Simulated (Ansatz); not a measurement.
CH3NOSi (`O=C1N[SiH2]1`) at its PBE0-D4/def2-TZVP geometry, where that method's forces vanish. Total charge 0; spin multiplicity 1.

```xyz
7

O     0.2070   -2.0277    0.9966
C     0.0924   -0.9561    0.4815
N     0.4346   -0.3780   -0.6966
Si   -0.3807    0.8382    0.2457
H     0.9184   -0.7606   -1.4996
H     0.4323    1.9867    0.7155
H    -1.7039    1.2975   -0.2431
```

Question: What forces (eV/Å) does r2SCAN-D4/def2-TZVPP give on these atoms in the Gaussian-basis code of Ansatz? (Estimate.)

Answer: Ansatz gave: 
```
O1   0.050 -0.412  0.185
C2  -0.062  0.182  0.006
N3   0.056  0.075 -0.180
Si4 -0.100  0.168  0.101
H5   0.035 -0.032 -0.055
H6   0.001  0.006 -0.033
H7   0.019  0.012 -0.025
```
